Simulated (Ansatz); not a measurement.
One change: `CC(O)Br` becomes `CC(Br)[TeH]`.

Ansatz, PBE0-D4/def2-TZVP geometries, multiplicity 1. Each molecule was computed in one conformer, which needn't be the lowest.

Elements past krypton have def2 core potentials. Scalar relativity is left out up to krypton. Spin–orbit coupling is left out; it splits and shifts lone-pair levels of the heavy atoms by tenths of an eV.

```csv
property,`CC(O)Br`
"ideal-gas entropy at 298 K and 1 bar (rigid rotor, harmonic PBE0-D4/def2-TZVP) / J/(mol·K)",309
HOMO energy (B3LYP/def2-TZVPP) / eV,-7.60
LUMO energy (B3LYP/def2-TZVPP) / eV,-0.39
HOMO energy (PBE/def2-TZVPP) / eV,-6.53
HOMO–LUMO gap (ωB97M-V/def2-TZVPP) / eV,11.99
HOMO–LUMO gap (B3LYP/def2-TZVPP) / eV,7.21
```

Give the same properties after the change, and the shifts. (Estimate.)

Computed: 
| property | `CC(Br)[TeH]` | shift |
| --- | --- | --- |
| ideal-gas entropy at 298 K and 1 bar (rigid rotor, harmonic PBE0-D4/def2-TZVP) / J/(mol·K) | 349 | 40 |
| HOMO energy (B3LYP/def2-TZVPP) / eV | -6.18 | 1.42 |
| LUMO energy (B3LYP/def2-TZVPP) / eV | -1.32 | -0.93 |
| HOMO energy (PBE/def2-TZVPP) / eV | -5.33 | 1.20 |
| HOMO–LUMO gap (ωB97M-V/def2-TZVPP) / eV | 9.30 | -2.69 |
| HOMO–LUMO gap (B3LYP/def2-TZVPP) / eV | 4.85 | -2.36 |

With PBE0 the HOMO rises by 1.46 eV and the LUMO falls by 1.00 eV, so the gap narrows by about 2.46 eV. PBE moves the HOMO by 1.20 eV and ωB97M-V by 1.59 eV.

Positive LUMOs are unbound, so they and the gaps depend on the basis.

B3LYP here is the variant with VWN-RPA as its local correlation; programs differ in this.
